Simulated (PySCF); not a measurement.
Compound: CrBr2 (quintet state).
Z-matrix (Å and degrees, PBE0-D3(BJ)/def2-SVP geometry), rows numbered from 1:
```
Cr
Br  1  2.3268
Br  1  2.3248  2  141.58
```

Computed with PySCF 2.14.0, PBE0-D3(BJ)/def2-SVP geometry optimisation, gas phase.

Take the most abundant isotopes and a rigid rotor. 

What are A, B and C (MHz)?

Ia = 22.89, Ib = 761.34, Ic = 784.23 u·Å²; 505379 MHz·u·Å²/I gives A = 22082, B = 663.8, C = 644.4 MHz.

Classify the top.

A near-prolate asymmetric top: κ = (2 × 663.8 − 22082 − 644.4)/(22082 − 644.4) = -1.00.

Give the coordinates in the principal-axis frame, origin at the centre of mass.

The sense of each axis is arbitrary; atoms in the order of the calculation.
| atom | mass (u) | a (Å) | b (Å) | c (Å) |
| --- | --- | --- | --- | --- |
| Cr1 | 51.941 | 0.001 | -0.576 | 0.000 |
| Br2 | 78.918 | -2.197 | 0.189 | 0.000 |
| Br3 | 78.918 | 2.196 | 0.190 | 0.000 |

Which lines would a microwave search look for?

The dipole components are |μa| = 0.00 D, |μb| = 2.68 D, |μc| = 0.00 D; the symmetry axis of this C2v structure is b, so μa and μc vanish by symmetry and there are no a-type or c-type lines. Some lines, for components of 0.1 D or more:

```json
{"type": "b", "branch": "Q", "J(Ka,Kc)": "1(1,0) ← 1(0,1)", "MHz": "21437", "lower level (cm⁻¹)": "0.044"}
{"type": "b", "branch": "Q", "J(Ka,Kc)": "2(1,1) ← 2(0,2)", "MHz": "21457", "lower level (cm⁻¹)": "0.131"}
{"type": "b", "branch": "R", "J(Ka,Kc)": "1(1,1) ← 0(0,0)", "MHz": "22726", "lower level (cm⁻¹)": "0.000"}
{"type": "b", "branch": "R", "J(Ka,Kc)": "2(1,2) ← 1(0,1)", "MHz": "24015", "lower level (cm⁻¹)": "0.044"}
{"type": "b", "branch": "Q", "J(Ka,Kc)": "2(2,0) ← 2(1,1)", "MHz": "64254", "lower level (cm⁻¹)": "0.847"}
{"type": "b", "branch": "Q", "J(Ka,Kc)": "2(2,1) ← 2(1,2)", "MHz": "64312", "lower level (cm⁻¹)": "0.845"}
{"type": "b", "branch": "R", "J(Ka,Kc)": "2(2,1) ← 1(1,0)", "MHz": "66889", "lower level (cm⁻¹)": "0.759"}
{"type": "b", "branch": "R", "J(Ka,Kc)": "2(2,0) ← 1(1,1)", "MHz": "66909", "lower level (cm⁻¹)": "0.758"}
```

Estimate the classical rotational partition function at 10 K, 50 K and 500 K.

Point group C2v, symmetry number σ = 2; q = (√π/σ)·√((kT/h)³/(ABC)), k/h = 20836.6 MHz/K: 867 at 10 K, 9700 at 50 K, 307000 at 500 K.

For this open shell read J as N, the rotation without spin; fine and hyperfine splittings come on top. PBE0-D3(BJ)/def2-SVP frequencies: not computed here. ⟨S²⟩ = 6.082 (exact for a quintet: 6.00). Constants of a rigid frame at the computed geometry: no zero-point averaging, no centrifugal distortion. Quadrupole hyperfine structure (79Br) is left out.
